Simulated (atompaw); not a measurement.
# Before and after: PAW (atompaw) potential for iodine (I)

```json
{
  "Element": "iodine (I)",
  "Generator": "atompaw 4.2.0.5",
  "Type": "PAW",
  "Functional": "LDA (PW92)",
  "Relativity": "non-relativistic",
  "Frozen core": "[Ar] 3d10",
  "Valence charge": "25",
  "Reference configuration": "4s2 4p6 4d10 5s1.5 5p5.5",
  "Partial waves": "4s (bound); 5s (bound); 4p (bound); 5p (bound); 4d (bound); 4d channel at -2.4 Ry",
  "Local potential": "troulliermartins scheme with l = 3 at 0 Ry, radius 1.65 bohr",
  "Core correction": "smooth core density matched at 1.05 bohr",
  "Augmentation charge": "besselshape compensation charge, radius 1.65 bohr; PAW radius 1.70 bohr; waves and projectors: bloechl"
}
```

All-electron outer shells of the reference configuration (LDA (PW92), non-relativistic, ld1.x):

```json
{"shell": "3p", "level (eV)": "-839.54", "outermost node (bohr)": "0.13", "outermost maximum (bohr)": "0.28"}
{"shell": "3d", "level (eV)": "-615.58", "outermost node (bohr)": "–", "outermost maximum (bohr)": "0.23"}
{"shell": "4s", "level (eV)": "-166.99", "outermost node (bohr)": "0.39", "outermost maximum (bohr)": "0.71"}
{"shell": "4p", "level (eV)": "-124.99", "outermost node (bohr)": "0.38", "outermost maximum (bohr)": "0.73"}
{"shell": "4d", "level (eV)": "-53.29", "outermost node (bohr)": "0.35", "outermost maximum (bohr)": "0.77"}
{"shell": "5s", "level (eV)": "-16.53", "outermost node (bohr)": "0.92", "outermost maximum (bohr)": "1.76"}
{"shell": "5p", "level (eV)": "-7.52", "outermost node (bohr)": "0.97", "outermost maximum (bohr)": "2.02"}
```

Change: waves 4s (bound): rc 1.35 bohr; 5s (bound): rc 1.05 bohr; 4p (bound): rc 0.95 bohr; 5p (bound): rc 1.45 bohr; 4d (bound): rc 1.70 bohr; 4d channel at -2.4 Ry: rc 1.70 bohr; augmentation besselshape compensation charge, radius 1.65 bohr; PAW radius 1.70 bohr; waves and projectors: modrrkj vanderbiltortho.

Cutoffs: the cutoffs (Ry, on a coarse ladder) from which the occupation-weighted sum of valence levels, in a spherical-Bessel basis at the reference potential, stays within 10 and 1 mRy of its value at 400 Ry; they do not see the model core or the augmentation charge, which bear on the density cutoff.

Problem. What does the change do?

Solution. The potential gets softer (140 Ry and 180 Ry → 70 Ry and 120 Ry); a bound ghost appears in s, which as a rule spoils a file; the d channel binds one level more than in the base; the range in which the d phases agree narrows (upper end at the end of the scan → 1.6).

| quantity | base | changed |
| --- | --- | --- |
| cutoff, loose | 140 Ry | 70 Ry |
| cutoff, tight | 180 Ry | 120 Ry |
| loose cutoff by channel (10 mRy a level) | s 90 Ry, p 70 Ry, d 80 Ry | s 35 Ry, p 55 Ry, d 30 Ry |
| bound ghosts | none | s |
| s: phases at 1.71 bohr within 0.05 rad from the reference energy up to (Ry; the scan ends near 5) | 4.3 | to the end of the scan |
| p: phases at 1.71 bohr within 0.05 rad from the reference energy up to (Ry; the scan ends near 5) | to the end of the scan | to the end of the scan |
| d: phases at 1.71 bohr within 0.05 rad from the reference energy up to (Ry; the scan ends near 5) | to the end of the scan | 1.6 |
| lowest overlap eigenvalue by channel | s 0.30, p 0.57, d 0.78 | s 0.00, p 0.51, d 1.00 |

 A true bound ghost makes a file unfit for plane-wave use even where its test errors are small: the radial tests pick states by their node count and pass the ghost by. The cutoffs see the waves, projectors and local potential, not the compensation charge or the core.
